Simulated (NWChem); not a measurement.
System: InF$_{3}$; SMILES [F][In]([F])[F]

Program: NWChem. The geometry was optimised at PBE0/def2-SVP. Not confirmed as a minimum by frequencies. def2 effective core potentials on In; no spin-orbit coupling. B3LYP is NWChem's, with the RPA form of VWN correlation. Static field.

Q: Among these, which level gives the lowest value of “anisotropy (bohr³)”?
A) B3LYP/def2-SVPD
B) PBE/def2-SVPD
C) CAM-B3LYP/def2-SVPD
D) LDA (Slater exchange, VWN5)/def2-SVPD

A: C, CAM-B3LYP/def2-SVPD. Values: CAM-B3LYP/def2-SVPD 9.3; B3LYP/def2-SVPD 10.1; PBE/def2-SVPD 11.2; LDA (Slater exchange, VWN5)/def2-SVPD 11.6
